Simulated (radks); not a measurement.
The mercury ion Hg+ inside a hard spherical wall (all orbitals vanish at R), configuration held at [Xe] 4f14 5d10 6s1 and not refilled when levels cross. Method: scalar-relativistic Kohn-Sham, LDA (Slater exchange, Perdew-Wang correlation), spin-polarised, spherical densities, finite nucleus; open shells are filled with parallel spins first (spin-orbit coupling, left out, can overturn this in heavy ions); Fermi nuclear charge, rms radius 5.4648 fm; computed with a radial shooting solver on a logarithmic mesh with Libxc functionals. Eigenvalues in eV for spin up, with the zero of energy where the potential of the charges vanishes at infinity; a dash marks a level that is unbound or too diffuse for the functional's potential to be trusted. A positive occupied level is held by the wall or, in an anion where self-interaction has pushed it up, behind a barrier. The pressure on the wall is -dE/dV.

R (bohr)  E (hartree)  kinetic (hartree)    e(4f)    e(5p)    e(5d)    e(6s)  e(6p, empty)  e(7s, empty)  pressure (GPa)
free      -19606.8581          21990.255  -105.44  -75.939  -19.225  -15.408        -7.941        -3.469               0
15        -19606.8581          21990.255  -105.44  -75.939  -19.225  -15.408        -7.941        -3.452        < 0.0001
10        -19606.8581          21990.255  -105.44  -75.939  -19.225  -15.408        -7.936        -3.014        < 0.0001
8         -19606.8580          21990.256  -105.43  -75.933  -19.219  -15.401        -7.879        -1.814         0.00657
7         -19606.8575          21990.263  -105.41  -75.909  -19.197  -15.374        -7.733        -0.223          0.0555
6         -19606.8541          21990.297  -105.29  -75.798  -19.096  -15.237        -7.266         3.135           0.471
5         -19606.8336          21990.464  -104.79  -75.331  -18.670  -14.611        -5.777        10.720            4.18
4         -19606.7028          21991.299  -102.72  -73.461  -16.940  -11.831        -0.772        29.793            42.7
2.5       -19603.5881          22005.843  -81.654  -56.166    1.699   24.234        49.473        162.07            2790
2         -19595.7767          22038.119  -53.340  -32.777   30.614   87.812        127.71        330.69           17000
